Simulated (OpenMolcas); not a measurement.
# What dynamic correlation does to the levels of N III

```json
{
  "Program": "OpenMolcas 26.06",
  "Basis": "ANO-RCC-VDZP [3s2p1d]",
  "Scalar Hamiltonian": "DKH2, point nucleus",
  "Active space": "3 electrons in 4 orbitals (2s 2p)",
  "State averaging": "2S+1 = 4 odd, 1 root; 2S+1 = 2 odd, 11 roots; 2S+1 = 4 even, 3 roots; 2S+1 = 2 even, 9 roots",
  "Spin-orbit coupling": "RASSI with atomic mean-field integrals over the reference wave functions, term energies averaged over their components"
}
```

Methods on the same reference wave functions:
A. CASSCF
B. SS-CASPT2, IPEA 0.25 Eh, imaginary shift 0.1 Eh (closed shells correlated: 1s)
C. MS-CASPT2, IPEA 0.25 Eh, imaginary shift 0.1 Eh (closed shells correlated: 1s)

Energies in cm⁻¹ above 2s² 2p ²P°_1/2, the measured ground level; measured values from Moore, Selected Tables of Atomic Spectra, NSRDS-NBS 3, section 5.

```
         Level       A       B       C  Measured
2s² 2p ²P°_1/2     0.0     0.0     0.0       0.0
2s² 2p ²P°_3/2     158     158     159       174
 2s 2p² ⁴P_1/2   51374   54890   54910          
 2s 2p² ⁴P_3/2   51432   54950   54970     57247
 2s 2p² ⁴P_5/2   51528   55050   55060     57328
 2s 2p² ²D_3/2  106886  102940  102950    101031
 2s 2p² ²D_5/2  106887  102940  102950    101024
 2s 2p² ²S_1/2  136194  134060  134070    131004
 2s 2p² ²P_1/2  157018  150560  150580    145876
 2s 2p² ²P_3/2  157128  150670  150690    145986
   2p³ ⁴S°_3/2  184129  186020  186030    186797
   2p³ ²D°_3/2  213605  206370  206390    203089
   2p³ ²D°_5/2  213606  206370  206390    203075
   2p³ ²P°_1/2  243583  235450  235480    230404
   2p³ ²P°_3/2  243591  235460  235490    230409
```

Deviations, from unrounded energies. A percentage is the sum of absolute deviations over the sum of measured energies, with the sign that they share, or ± where signs differ.

```
                  Against measurement  Levels     A     B     C
       mean absolute deviation (cm-1)      13  7800  2900  3000
fine structure of the ground term (%)       1  -9.4  -9.4  -9.1
             other configurations (%)      12  ±5.6  ±2.1  ±2.1
```

B, C lie about equally close to measurement and A furthest from it. The largest miss of B in the table is 2p³ ²P°_3/2, by +5100 cm-1. The ranking rests on the paired levels alone, and a cruder setting can come out closer through cancelling errors.

Between B and C the level of the table that moves most is 2p³ ²P°_1/2, by 30 cm-1 (lowest in B, highest in C). Moves below CASPT2's spread within the term are not significant.

The two smallest mean deviations differ by little beside CASPT2's spread within terms, so their order carries little weight.

The lowest spin-free term lies below A's lowest term by 0.028 hartree in B, 0.028 hartree in C.

Term energies are means over components that CASPT2 splits; among the terms shown or strongly mixed into the levels shown the widest spread is 670 cm-1 (2p³ ²D°, C). Measured partners are found by configuration, term and J. A level has none where our copy of the source lacks it or the pairing is in doubt (some pairs that miss far off the trend of their configuration count as doubtful), and it then counts in no deviation. Only configurations of the active space appear.

° marks odd parity.
